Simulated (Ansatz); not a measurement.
```yaml
crystal:
  periodic: [false, false, false]
  atoms:
    - {symbol: C, position_ang: [-3.020853, 1.868131, 1.649641]}
    - {symbol: C, position_ang: [-0.742439, 0.517343, 0.523026]}
    - {symbol: C, position_ang: [1.012679, -0.422814, 2.090194]}
    - {symbol: O, position_ang: [-0.737386, 0.040069, -1.656079]}
    - {symbol: Ga, position_ang: [2.092024, -1.799717, -3.859512]}
    - {symbol: H, position_ang: [-4.308577, 2.477730, 0.105867]}
    - {symbol: H, position_ang: [-2.312129, 3.431109, 2.878048]}
    - {symbol: H, position_ang: [-4.118183, 0.988632, 3.234892]}
    - {symbol: H, position_ang: [0.852775, 0.030614, 4.157823]}
    - {symbol: H, position_ang: [2.967773, 0.621844, 1.522439]}
    - {symbol: H, position_ang: [1.238796, -2.664704, 1.791688]}
    - {symbol: H, position_ang: [1.619568, -4.363435, -2.375030]}
    - {symbol: H, position_ang: [4.679848, -0.055112, -3.055525]}
    - {symbol: H, position_ang: [0.511898, -1.347550, -6.462385]}
basis:
  gaussian: {orbitals: def2-mTZVP, final_grid: {core_spheres: 20, valence_spheres: 16, degree: 47}}
hamiltonian: {xc: {name: wB97X}}
output: {forces: true}
```

```sh
$ ansatz run in.yaml --threads 4 --pin off --events-out ev --progress --plain --max-ram 11315MiB
```

Output, abridged:

```
Functional definition: wB97X
1391 factors; integrals over basis functions are off by at most 2.8e-4 eV
421 factors; integrals over basis functions are off by at most 2.9e-5 eV
mean field evaluation 1: about -57600.6447 eV, gradient 8.6e1 eV
mean field evaluation 2: about -57362.8722 eV, gradient 2.4e2 eV
mean field evaluation 4: about -57592.7079 eV, gradient 9.4e1 eV
mean field evaluation 8: about -57627.4709 eV, gradient 5.7e0 eV
mean field evaluation 16: about -57629.3815 eV, gradient 8.7e-4 eV
mean field -57629.38151862 eV, -2117.8407082113 hartree, gradient 2.4e-5 eV, S^2 0.000000; 4 other end points of the search recorded, 0 dependent functions left out
reference -57629.38145082 eV, -2117.8407057200 hartree; 33, 33 occupied and 111, 111 virtual orbitals, 1391 factors
Total energy: -57629.38145082 eV, -2117.8407057200 hartree
Atom 0 at    -3.020853     1.868131     1.649641 Å, force    -1.265989     1.390846     1.677166 eV/Å
Atom 1 at    -0.742439     0.517343     0.523026 Å, force     0.251431    -1.230330    -2.312451 eV/Å
Atom 2 at     1.012679    -0.422814     2.090194 Å, force     0.984815     0.182987     0.674332 eV/Å
Atom 3 at    -0.737386     0.040069    -1.656079 Å, force     0.083570     0.980240     4.535902 eV/Å
Atom 4 at     2.092024    -1.799717    -3.859512 Å, force    -0.048305    -0.292639    -0.026313 eV/Å
Atom 5 at    -4.308577     2.477730     0.105867 Å, force     2.109591    -0.983444     2.377687 eV/Å
Atom 6 at    -2.312129     3.431109     2.878048 Å, force    -0.988284    -2.370558    -2.143887 eV/Å
Atom 7 at    -4.118183     0.988632     3.234892 Å, force     1.722424     1.114520    -2.624392 eV/Å
Atom 8 at     0.852775     0.030614     4.157823 Å, force     0.093651    -0.718612    -3.273589 eV/Å
Atom 9 at     2.967773     0.621844     1.522439 Å, force    -2.508694    -1.319152     0.623063 eV/Å
Atom 10 at     1.238796    -2.664704     1.791688 Å, force    -0.367884     2.872219     0.329456 eV/Å
Atom 11 at     1.619568    -4.363435    -2.375030 Å, force     0.243554     1.267183    -0.714496 eV/Å
Atom 12 at     4.679848    -0.055112    -3.055525 Å, force    -1.052225    -0.700610    -0.326457 eV/Å
Atom 13 at     0.511898    -1.347550    -6.462385 Å, force     0.742343    -0.192652     1.203978 eV/Å
Dipole moment:    -0.308237     0.335334     1.183956 e Å
```

Task: What is wrong with this run?

Result: The coordinates are in bohr but typed as ångström. The calculation finished and met its thresholds. The result belongs to that input, not to the molecule as meant.
